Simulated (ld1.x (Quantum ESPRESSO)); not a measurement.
Which change was made? (Cd, TM semilocal)

Cd (Z = 48), norm-conserving Troullier–Martins (semilocal form), made with ld1.x (Quantum ESPRESSO) 7.5 (LDA (PZ), scalar-relativistic). Core [Kr], reference 4d10 5s0.5 5p0 (charge +1.5). Waves: 5s (bound): rc 2.30 bohr; 5p (bound, empty): rc 2.75 bohr; 4d (bound): rc 1.90 bohr. Local part: the d channel. Core correction: Bessel-smoothed model core inside 0.85 bohr.

Cutoffs, loose and tight: the cutoffs (Ry, on a coarse ladder) from which the occupation-weighted sum of valence levels, in a spherical-Bessel basis at the reference potential, stays within 10 and 1 mRy of its value at 400 Ry. They do not see the model core or the augmentation charge, which bear on the density cutoff. Test errors are all-electron minus pseudo excitation energies from the reference, over the configurations 4d10 5s2 5p0; 4d10 5s1 5p0; 4d10 5s0 5p0; 4d10 5s1.5 5p0; 4d10 5s1 5p1; 4d9 5s0 5p0; 4d10 5s0 5p2 (two spin-polarised tests are not counted in the largest error); variants that change the core or the reference have their own tests.

The base gives: outcome: generated; cutoff, loose: 60 Ry; cutoff, tight: 90 Ry; bound ghosts: none; largest test error (meV): -104.

After one change the result is: outcome: generated; cutoff, loose: 30 Ry; cutoff, tight: 50 Ry; bound ghosts: none; largest test error (meV): -119. Which change was it?
A. wave 4d (bound): rc 1.90 bohr becomes 4d (bound): rc 2.64 bohr
B. all radii but the core radius scaled by about 1.33 (s 3.06, p 3.66, d 2.52 bohr)
C. type PAW, which also changes the form from semilocal to separable; waves now 5s (bound): rcut 2.00, rcutus 2.30 bohr; 5s channel at 0.25 Ry: rcut 2.00, rcutus 2.30 bohr; 5p (bound): rcut 2.40, rcutus 2.75 bohr; 5p channel at -0.15 Ry: rcut 2.40, rcutus 2.75 bohr; 4d (bound): rcut 1.65, rcutus 1.90 bohr; 4d channel at 3.1 Ry: rcut 1.65, rcutus 1.90 bohr; local potential all-electron potential smoothed inside 2.15 bohr (lloc = -1); augmentation PSQ, inside the norm-conserving radii

C. The others give: wave 4d (bound): rc 1.90 bohr becomes 4d (bound): rc 2.64 bohr → outcome: generated; cutoff, loose: 40 Ry; cutoff, tight: 70 Ry; bound ghosts: none; largest test error (meV): -104 | all radii but the core radius scaled by about 1.33 (s 3.06, p 3.66, d 2.52 bohr) → outcome: generated; cutoff, loose: 45 Ry; cutoff, tight: 70 Ry; bound ghosts: none; largest test error (meV): -192. In the semilocal form every listed channel keeps its own potential, so the choice of the local channel does not act on these tests. It acts once the file is put into the separable form.
